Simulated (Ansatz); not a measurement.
`C[CH2][AlH][AlH][SiH3]` and `C[CH2][AlH][Br]` differ in one atom or group.

Ansatz, PBE0-D4/def2-TZVP geometries, multiplicity 1. Each molecule was computed in one conformer, which needn't be the lowest.

Scalar relativity is left out up to krypton. Spin–orbit coupling is left out; it splits and shifts lone-pair levels of the heavy atoms by tenths of an eV.

```csv
property,`C[CH2][AlH][AlH][SiH3]`
HOMO–LUMO gap (PBE/def2-TZVPP) / eV,2.53
size of the dipole moment (B3LYP/def2-TZVPP) / D,1.28
LUMO energy (ωB97M-V/def2-TZVPP) / eV,-0.64
HOMO energy (PBE/def2-TZVPP) / eV,-5.55
HOMO–LUMO gap (PBE0/def2-TZVPP) / eV,4.22
HOMO–LUMO gap (B3LYP/def2-TZVPP) / eV,3.90
```

Give the same properties after the change, and the shifts. (An estimate is asked.)

The calculation gave: 
```tsv
property	`C[CH2][AlH][Br]`	shift
HOMO–LUMO gap (PBE/def2-TZVPP) / eV	4.52	1.99
size of the dipole moment (B3LYP/def2-TZVPP) / D	1.91	0.63
LUMO energy (ωB97M-V/def2-TZVPP) / eV	0.36	1.00
HOMO energy (PBE/def2-TZVPP) / eV	-6.52	-0.97
HOMO–LUMO gap (PBE0/def2-TZVPP) / eV	6.51	2.29
HOMO–LUMO gap (B3LYP/def2-TZVPP) / eV	6.10	2.20
```

With PBE0 the HOMO falls by 1.24 eV and the LUMO rises by 1.03 eV, so the gap widens by about 2.27 eV. PBE moves the HOMO by -0.97 eV and ωB97M-V by -1.57 eV. Dipoles are sizes alone; their direction can turn.

B3LYP here is the variant with VWN-RPA as its local correlation; programs differ in this.
